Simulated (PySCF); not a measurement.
PySCF 2.14 output of an unrestricted B2PLYP calculation on a single atom or ion in x2c-TZVPPall with one added diffuse shell each of s, p, d, f type (12s8p7d4f, 99 functions), with the spin-free X2C one-electron Hamiltonian (Gaussian nucleus):

```
SCF conv_tol = 1e-09
number electrons alpha = 41  beta = 40
    A. D. Becke.,  Phys. Rev. A 38, 3098 (1988)
    C. Lee, W. Yang, and R. G. Parr.,  Phys. Rev. B 37, 785 (1988)
    B. Miehlich, A. Savin, H. Stoll, and H. Preuss.,  Chem. Phys. Lett. 157, 200 (1989)
cycle= 1 E= -20883.9177213556  delta_E= -0.00713  |g|= 0.0447  |ddm|= 0.516
cycle= 2 E= -20883.9178310645  delta_E= -0.00011  |g|= 0.0252  |ddm|= 0.156
cycle= 3 E= -20883.9178957535  delta_E= -6.47e-05  |g|= 0.00315  |ddm|= 0.0194
cycle= 4 E= -20883.9178974292  delta_E= -1.68e-06  |g|= 0.000252  |ddm|= 0.0152
cycle= 5 E= -20883.9178974662  delta_E= -3.7e-08  |g|= 2.16e-05  |ddm|= 0.0035
cycle= 6 E= -20883.9178974671  delta_E= -8.66e-10  |g|= 2.58e-06  |ddm|= 0.000725
converged SCF energy = -20883.9178974671  <S^2> = 0.75006232  2S+1 = 2.0000623
```

The run itself started from symmetry-adapted Hartree-Fock orbitals and held the occupation by maximum overlap, on a logarithmic radial grid, so the iterations belong to that start.

Problem. Which element, charge and spin multiplicity is this?

Solution. Pb⁺ (lead, charge +1), multiplicity 2; the state was [Xe] 4f14 5d10 6s2 7s1, 2S determinant (an excited configuration). The SCF energy lacks the PT2 part of the double hybrid.

Spin-orbit coupling, which splits the p, d and f shells strongly at this Z, is absent. The outer electron is Rydberg-like, and this basis confines it to a smaller radius and binds it less than a complete one would.
